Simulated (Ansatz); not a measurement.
One change: `C[CH]([AlH2])[AlH][SiH3]` becomes `C[CH]([AlH2])[GeH3]`.

Ansatz, PBE0-D4/def2-TZVP geometries, multiplicity 1. Each molecule was computed in one conformer, which needn't be the lowest.

Scalar relativity is left out up to krypton.

```json
{"property": "HOMO–LUMO gap (B3LYP/def2-TZVPP) / eV", "`C[CH]([AlH2])[AlH][SiH3]`": "4.65"}
{"property": "HOMO energy (PBE0/def2-TZVPP) / eV", "`C[CH]([AlH2])[AlH][SiH3]`": "-7.08"}
{"property": "HOMO energy (ωB97M-V/def2-TZVPP) / eV", "`C[CH]([AlH2])[AlH][SiH3]`": "-9.13"}
{"property": "HOMO energy (B3LYP/def2-TZVPP) / eV", "`C[CH]([AlH2])[AlH][SiH3]`": "-6.88"}
{"property": "HOMO–LUMO gap (ωB97M-V/def2-TZVPP) / eV", "`C[CH]([AlH2])[AlH][SiH3]`": "8.66"}
{"property": "HOMO–LUMO gap (PBE/def2-TZVPP) / eV", "`C[CH]([AlH2])[AlH][SiH3]`": "3.22"}
```

Task: What does the change do to each property? (Best estimate.)

Result: The calculation gave: 
| property | `C[CH]([AlH2])[GeH3]` | shift |
| --- | --- | --- |
| HOMO–LUMO gap (B3LYP/def2-TZVPP) / eV | 5.60 | 0.95 |
| HOMO energy (PBE0/def2-TZVPP) / eV | -7.48 | -0.40 |
| HOMO energy (ωB97M-V/def2-TZVPP) / eV | -9.63 | -0.50 |
| HOMO energy (B3LYP/def2-TZVPP) / eV | -7.28 | -0.40 |
| HOMO–LUMO gap (ωB97M-V/def2-TZVPP) / eV | 9.73 | 1.07 |
| HOMO–LUMO gap (PBE/def2-TZVPP) / eV | 4.08 | 0.86 |

With PBE0 the HOMO falls by 0.40 eV and the LUMO rises by 0.58 eV, so the gap widens by about 0.98 eV. PBE moves the HOMO by -0.30 eV and ωB97M-V by -0.50 eV.

B3LYP here is the variant with VWN-RPA as its local correlation; programs differ in this.
